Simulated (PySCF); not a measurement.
How the method moves the HOMO and LUMO of `Cc1ccccc1`

C₇H₈.
Atom-mapped SMILES: `[CH3:1][c:2]1[cH:3][cH:4][cH:5][cH:6][cH:7]1` (hydrogens: H8, H9, H10 on C1; H11 on C3; H12 on C4; H13 on C5; H14 on C6; H15 on C7)

Structure used (PBE0-D3(BJ)/def2-SVP), in Å, numbered top down from 1:
```xyz
15
C7H8 angstrom
C      2.2260   -0.1953   -0.0845
C      0.7367   -0.0110   -0.0364
C     -0.1183   -1.1212   -0.0122
C     -1.5000   -0.9618    0.0527
C     -2.0569    0.3165    0.0931
C     -1.2199    1.4298    0.0671
C      0.1633    1.2647    0.0023
H      2.6124   -0.5545    0.8837
H      2.5150   -0.9394   -0.8425
H      2.7425    0.7463   -0.3181
H      0.3094   -2.1276   -0.0464
H     -2.1477   -1.8420    0.0693
H     -3.1410    0.4433    0.1422
H     -1.6452    2.4361    0.0953
H      0.8130    2.1443   -0.0201
```

Basis pcSseg-1 throughout (PySCF), one geometry. Geometry: PBE0-D3(BJ)/def2-SVP; no solvent, vibrations or thermal averaging.

Task: How do the orbital energies, the gap and the dipole change with the method?

Result: 
| method | kind | HOMO (eV) | LUMO (eV) | gap (eV) | μ (D) | SCF cycles |
| --- | --- | --- | --- | --- | --- | --- |
| OPBE | GGA | -5.97 | -0.99 | 4.98 | 0.44 | 15 |
| KT3 | GGA | -5.97 | -1.02 | 4.96 | 0.40 | 14 |
| B3LYP | global hybrid | -6.74 | -0.36 | 6.38 | 0.40 | 12 |
| PBE0 | global hybrid | -6.97 | -0.18 | 6.79 | 0.42 | 12 |
| CAM-B3LYP | range-separated hybrid | -8.16 | 0.93 | 9.09 | 0.40 | 12 |
| wB97X-D | range-separated hybrid | -8.73 | 1.56 | 10.29 | 0.42 | 12 |
| HF | Hartree–Fock | -8.84 | 3.44 | 12.27 | 0.38 | 11 |

The HOMO spans 2.86 eV, from OPBE down to HF, and the gap runs from 4.96 eV (KT3) to 12.27 eV (HF). Over the methods OPBE (0 %), KT3 (0 %), B3LYP (20 %), PBE0 (25 %), HF (100 %), a straight line through the gap against the share of exact exchange rises by 0.73 eV for each 10 % (correlation coefficient 1.000). The dipole ranges from 0.38 D (HF) to 0.44 D (OPBE). This basis has no diffuse functions.

Reference dipole: 0.33 D (measured, gas; NIST CCCBDB Release 22 (SRD 101), experimental dipoles); nearest here: HF (0.38 D). 

The vertical ΔSCF ionisation energy at wB97X-D/def2-SVPD is 8.85 eV; −ε(HOMO) comes closest to it with HF (8.84 eV).
